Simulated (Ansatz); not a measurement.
`[SiH3][SiH]1CC1` + `C[S][Sn][OH]` → `C[S][Sn][O][SiH3]` + `C1C[SiH2]1`  (cleavage of the Si–Si bond)

Program: Ansatz. Geometries: PBE0-D4/def2-TZVP. ΔE: electronic, gas phase. CCSD(T)/CBS is the MP2 limit (def2-TZVPP, def2-QZVPP) plus CCSD(T) − MP2 in def2-TZVPP, frozen cores. Functionals use def2-TZVPP. B3LYP here is the variant with VWN-RPA as its local correlation; programs differ in this. def2 core potentials past Kr. For Sn outer-core shells are correlated without core-valence functions, which leaves a few kJ/mol of doubt a bond. Each species was taken in one conformer, which may not be the lowest.

CCSD(T)/CBS gives -98.1 kJ/mol.

(1) Another level gave -102.5 kJ/mol. Which?
A. B2PLYP/def2-TZVPP
B. r2SCAN/def2-TZVPP
C. SCS-MP2/def2-TZVPP
D. B3LYP/def2-TZVPP

Largest T1 diagnostic among the species: 0.016.

Answers

(1) A. B2PLYP -102.5, r2SCAN -89.4, SCS-MP2/def2-TZVPP -109.2, B3LYP -98.3 kJ/mol.

From PBE to PBE0 (25 % exact exchange), in def2-TZVPP and without D4, ΔE moves by −9.4 kJ/mol. In def2-TZVPP, CCSD(T) changes the Hartree–Fock value by +27.8 kJ/mol (the triples alone add +3.9 kJ/mol) and MP2 by +21.6 kJ/mol.
